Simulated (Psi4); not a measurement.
phosphorus atom (P), quartet; Psi4 with CCSD(T)/cc-pVTZ.

Psi4 was given this input:
```
memory 2 GB

molecule mol {
0 4
P     0.000000    0.000000    0.000000
}

set {
  basis cc-pvtz
  reference uhf
}

energy('ccsd(t)')
print_variables()
```

What the program printed (banner, timings and long lists left out):

```
   => Loading Basis Set <=

    Name: CC-PVTZ
    Role: ORBITAL
    Keyword: BASIS

         ---------------------------------------------------------
                                   SCF
               by Justin Turney, Rob Parrish, Andy Simmonett
                          and Daniel G. A. Smith
                              UHF Reference
         ---------------------------------------------------------

  ==> Geometry <==

    Molecular point group: d2h
    Geometry (in Angstrom), charge = 0, multiplicity = 4:

       Center              X                  Y                   Z               Mass
    ------------   -----------------  -----------------  -----------------  -----------------
         P            0.000000000000     0.000000000000     0.000000000000    30.973761998420

  Running in d2h symmetry.

  Rotational constants: A = ************  B = ************  C = ************ [cm^-1]
  Rotational constants: A = ************  B = ************  C = ************ [MHz]
  Nuclear repulsion =    0.000000000000000

  Charge       = 0
  Multiplicity = 4
  Electrons    = 15
  Nalpha       = 9
  Nbeta        = 6

  ==> Algorithm <==

  SCF Algorithm Type is PK.
  DIIS enabled.
  MOM disabled.
  Fractional occupation disabled.
  Guess Type is CORE.
  Energy threshold   = 1.00e-08
  Density threshold  = 1.00e-08
  Integral threshold = 1.00e-12

  ==> Primary Basis <==

  Basis Set: CC-PVTZ
    Blend: CC-PVTZ
    Number of shells: 12
    Number of basis functions: 34
    Number of Cartesian functions: 39
    Spherical Harmonics?: true
    Max angular momentum: 3

  ==> Integral Setup <==

  Using in-core PK algorithm.
   Calculation information:
      Number of atoms:                   1
      Number of AO shells:              12
      Number of primitives:             60
      Number of atomic orbitals:        39
      Number of basis functions:        34

      Integral cutoff                 1.00e-12
      Number of threads:                 1

  Performing in-core PK
  Using 354620 doubles for integral storage.
  We computed 3081 shell quartets total.
  Whereas there are 3081 unique shell quartets.

  ==> DiskJK: Disk-Based J/K Matrices <==

    J tasked:                  Yes
    K tasked:                  Yes
    wK tasked:                  No
    Schwarz Cutoff:          1E-12

  Minimum eigenvalue in the overlap matrix is 2.0767620959E-02.
  Reciprocal condition number of the overlap matrix is 9.1450396380E-03.
    Using symmetric orthogonalization.

  ==> Pre-Iterations <==

  SCF Guess: Core (One-Electron) Hamiltonian.

   -------------------------------------------------------
    Irrep   Nso     Nmo     Nalpha   Nbeta   Ndocc  Nsocc
   -------------------------------------------------------
     Ag         9       9       3       3       3       0
     B1g        2       2       0       0       0       0
     B2g        2       2       0       0       0       0
     B3g        2       2       0       0       0       0
     Au         1       1       0       0       0       0
     B1u        6       6       2       1       1       1
     B2u        6       6       2       1       1       1
     B3u        6       6       2       1       1       1
   -------------------------------------------------------
    Total      34      34       9       6       6       3
   -------------------------------------------------------

  ==> Iterations <==

                        Total Energy        Delta E     RMS |[F,P]|

   @UHF iter   1:  -331.31742236634449   -3.31317e+02   2.93319e-01 ADIIS
   @UHF iter   2:  -339.33362418418307   -8.01620e+00   1.46879e-01 ADIIS
   @UHF iter   3:  -340.66037975131326   -1.32676e+00   3.43259e-02 ADIIS/DIIS
   @UHF iter   4:  -340.71577276754584   -5.53930e-02   2.36423e-03 ADIIS/DIIS
   @UHF iter   5:  -340.71629912198830   -5.26354e-04   2.97046e-04 ADIIS/DIIS
   @UHF iter   6:  -340.71630565038890   -6.52840e-06   3.03795e-05 DIIS
   @UHF iter   7:  -340.71630587816651   -2.27778e-07   4.57864e-06 DIIS
   @UHF iter   8:  -340.71630588309552   -4.92901e-09   1.15675e-06 DIIS
   @UHF iter   9:  -340.71630588352571   -4.30191e-10   1.16369e-07 DIIS
   @UHF iter  10:  -340.71630588352974   -4.03588e-12   4.98159e-09 DIIS
  Energy and wave function converged.

  ==> Post-Iterations <==

   @Spin Contamination Metric:   3.077986855E-04
   @S^2 Expected:                3.750000000E+00
   @S^2 Observed:                3.750307799E+00
   @S   Expected:                1.500000000E+00
   @S   Observed:                1.500000000E+00

    Orbital Energies [Eh]
    ---------------------

    Alpha Occupied:

[...]
    Alpha Virtual:

[...]
       9Ag     2.921678

    Beta Occupied:

[...]
    Beta Virtual:

[...]
       9Ag     2.968991

    Final Occupation by Irrep:
             Ag   B1g   B2g   B3g    Au   B1u   B2u   B3u
    DOCC [     3,    0,    0,    0,    0,    1,    1,    1 ]
    SOCC [     0,    0,    0,    0,    0,    1,    1,    1 ]
    NA   [     3,    0,    0,    0,    0,    2,    2,    2 ]
    NB   [     3,    0,    0,    0,    0,    1,    1,    1 ]

  @UHF Final Energy:  -340.71630588352974

   => Energetics <=

    Nuclear Repulsion Energy =              0.0000000000000000
    One-Electron Energy =                -471.5137994782053283
    Two-Electron Energy =                 130.7974935946755579
    Total Energy =                       -340.7163058835297988

  UHF NO Occupations:
  HONO-2 :    2B1u 1.0000000
  HONO-1 :    2B2u 1.0000000
  HONO-0 :    2B3u 1.0000000
  LUNO+0 :    4 Ag 0.0001424
  LUNO+1 :    3B3u 0.0000038
  LUNO+2 :    3B2u 0.0000038
  LUNO+3 :    3B1u 0.0000038

Computation Completed

Properties will be evaluated at   0.000000,   0.000000,   0.000000 [a0]

Properties computed using the SCF density matrix

 Multipole Moments:

 ------------------------------------------------------------------------------------
     Multipole            Electronic (a.u.)      Nuclear  (a.u.)        Total (a.u.)
[...]
    SCSN-MP2        =     False
    SCS-CCSD        =     False

MP2 correlation energy -0.1226693595126805
                Solving CC Amplitude Equations
                ------------------------------
  Iter             Energy              RMS        T1Diag      D1Diag    New D1Diag    D2Diag
  ----     ---------------------    ---------   ----------  ----------  ----------   --------
     0        -0.122669359512681    0.000e+00    0.000000    0.000000    0.000000    0.000000
     1        -0.135612836541699    4.130e-02    0.003106    0.000000    0.000000    0.000000
     2        -0.139393692726978    1.166e-02    0.004059    0.000000    0.000000    0.000000
     3        -0.139483367879028    2.145e-03    0.004140    0.000000    0.000000    0.000000
     4        -0.139507337475427    4.257e-04    0.004140    0.000000    0.000000    0.000000
     5        -0.139499323047486    6.905e-05    0.004136    0.000000    0.000000    0.000000
     6        -0.139499443562184    1.646e-05    0.004136    0.000000    0.000000    0.000000
     7        -0.139499655100073    5.021e-06    0.004135    0.000000    0.000000    0.000000
     8        -0.139499599514090    9.476e-07    0.004135    0.000000    0.000000    0.000000
     9        -0.139499599593130    1.258e-07    0.004135    0.000000    0.000000    0.000000
    10        -0.139499598869299    2.073e-08    0.004135    0.000000    0.000000    0.000000

    Iterations converged.

    Largest TIA Amplitudes:
              2   0         0.0068456255
              4  13         0.0048572523
              6  17         0.0048572523
              8  21         0.0048572523
              3  16        -0.0023653517
              5  20        -0.0023653517
              7  24        -0.0023653517
              3  13         0.0017876539
              5  17         0.0017876539
              7  21         0.0017876539

    Largest Tia Amplitudes:
              2   0        -0.0087346126
              3  17        -0.0019828255
              4  22        -0.0019828255
              5  27        -0.0019828255
              3  14         0.0017359188
              4  19         0.0017359188
              5  24         0.0017359188
              3  13        -0.0014216348
              4  18        -0.0014216348
              5  23        -0.0014216348

    Largest TIJAB Amplitudes:
      8   6   6   2        -0.0469157434
      6   4  10   1        -0.0407863245
      8   4   8   1        -0.0404741267
      8   6  21  17        -0.0241911377
      8   4  21  13        -0.0241911377
      6   4  17  13        -0.0241911377
      8   4   8   2        -0.0237282429
      8   6  10   8         0.0234583911
      8   4  10   6         0.0234583911
      6   4   8   6         0.0234583911

    Largest Tijab Amplitudes:
      5   4  27  22        -0.0059620111
      5   3  27  17        -0.0059620111
      4   3  22  17        -0.0059620111
      3   1  17   5        -0.0037889246
      4   1  22   5        -0.0037889246
      5   1  27   5        -0.0037889246
      5   4  24  22         0.0030345920
      5   4  27  19         0.0030345920
      5   3  24  17         0.0030345920
      5   3  27  14         0.0030345920

    Largest TIjAb Amplitudes:
      4   2   1  13        -0.0617651703
      8   2   2  23         0.0536957127
      4   2   8  23        -0.0534913908
      4   2  10  18        -0.0534913908
      6   2   6  23        -0.0534913908
      6   2  10  13        -0.0534913908
      8   2   6  18        -0.0534913908
      8   2   8  13        -0.0534913908
      6   2   2  18        -0.0532847004
      6   2   1  18         0.0312385322

    SCF energy       (wfn)                    = -340.716305883529742
    Reference energy (file100)                = -340.716305883529685

    Opposite-spin MP2 correlation energy      =   -0.088080982741528
    Same-spin MP2 correlation energy          =   -0.034588376771152
    Singles MP2 correlation energy            =   -0.000000000000000
    MP2 correlation energy                    =   -0.122669359512681
      * MP2 total energy                      = -340.838975243042341

    Opposite-spin CCSD correlation energy     =   -0.103190533464232
    Same-spin CCSD correlation energy         =   -0.036309065405067
    Singles CCSD correlation energy           =    0.000000000000000
    CCSD correlation energy                   =   -0.139499598869299
      * CCSD total energy                     = -340.855805482398978

            **************************
            *                        *
            *        CCTRIPLES       *
            *                        *
            **************************

    Wave function   =    CCSD_T
    Reference wfn   =      UHF

    Nuclear Rep. energy (wfn)                =    0.000000000000000
    SCF energy          (wfn)                = -340.716305883529742
    Reference energy    (file100)            = -340.716305883529685
    CCSD energy         (file100)            =   -0.139499598869299
    Total CCSD energy   (file100)            = -340.855805482398978

    Number of ijk index combinations:
    Spin Case AAA:                                  84
    Spin Case BBB:                                  20
    Spin Case AAB:                                 216
    Spin Case ABB:                                 135
    AAA (T) energy                             =   -0.000317783533612
    BBB (T) energy                             =   -0.000017831327738
    AAB (T) energy                             =   -0.003893982121549
    ABB (T) energy                             =   -0.000391683615818
    (T) energy                                   =   -0.004621280598716
      * CCSD(T) total energy                     = -340.860426762997690

  Variable Map:
  ----------------------------------------------------------------------------
[...]
  Array Variable Map:
  ----------------------------------------------------------------------------
[...]
[...]
```
